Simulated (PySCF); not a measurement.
Finite-field polarisability of Sr (strontium, neutral)

[Kr] 5s2, closed-shell 1S. Calculation: PySCF 2.14, in def2-TZVPPD with the def2 core potential (28 electrons); scalar relativity through the core potential. Frozen: nothing. Energy changes in a uniform field (μhartree):

```tsv
axis	F (au)	HF	MP2	CCSD	CCSD(T)
x	0.00093	-99.751	-75.522	-89.066	-87.575
x	0.00186	-399.071	-302.235	-356.269	-350.319
```

Derive α along x at CCSD(T) from the two fields.

With ΔE = −αF²/2 − γF⁴/24, α = −(16 ΔE(F) − ΔE(2F))/(6F²) = 202.5 bohr³.

And the mean polarisability at each level?

HF 230.7, MP2 174.6, CCSD 206.0, CCSD(T) 202.5 bohr³. Reference: 197.2 ± 0.2 bohr³ (recommended; Schwerdtfeger and Nagle, table of static dipole polarizabilities (2023 update)).
